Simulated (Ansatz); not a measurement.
Input for Ansatz (a first-principles code):
Ansatz 0.2 input:
```yaml
crystal:
  periodic: [false, false, false]
  atoms:
    - {symbol: B, position_ang: [-0.07342725, -0.18027696, 0.34650567]}
    - {symbol: Cl, position_ang: [1.57609683, -0.56010244, 0.02954492]}
    - {symbol: F, position_ang: [-0.54401225, -0.69574342, 1.47334974]}
    - {symbol: Si, position_ang: [-1.21204632, 0.92800063, -0.85231422]}
    - {symbol: H, position_ang: [-2.53996219, 1.17530678, -0.28497434]}
    - {symbol: H, position_ang: [-1.41504388, 0.28204551, -2.15340847]}
    - {symbol: H, position_ang: [-0.12250402, 3.28142042, -1.34163261]}
basis:
  gaussian:
    orbitals: STO-3G
hamiltonian:
  xc: hf
magnetization: {spin_polarized: false}
correlation: {active_space: {window: {electrons: 2, orbitals: 3}}}
```

Q: What does this run give for the number of basis functions, total energy?

A: 
The number of basis functions comes out as 31 and the total energy comes out as -864.2988 Eh.
